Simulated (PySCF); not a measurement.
# How methods differ on the ionisation energy of He⁺

He⁺ 1s1 (2S) → He²⁺ (bare nucleus), as a difference of total energies. Computed with PySCF 2.14 in dyall-av3z (10s3p2d, 29 functions), with the spin-free X2C one-electron Hamiltonian (Gaussian nucleus). The calculations carry no spin-orbit coupling.

```csv
method,ionisation energy (eV),difference from reference (eV)
UHF,54.425,+0.007
LDA,52.839,-1.579
PBE,54.256,-0.162
PBE0,54.336,-0.082
r2SCAN,54.430,+0.012
M06-2X,54.339,-0.079
r2SCANh,54.429,+0.011
wB97X-V,54.282,-0.136
revPBE,54.504,+0.086
```

Reference: 54.418 eV (theoretical estimate listed by NIST; NIST Atomic Spectra Database, ionization energies).
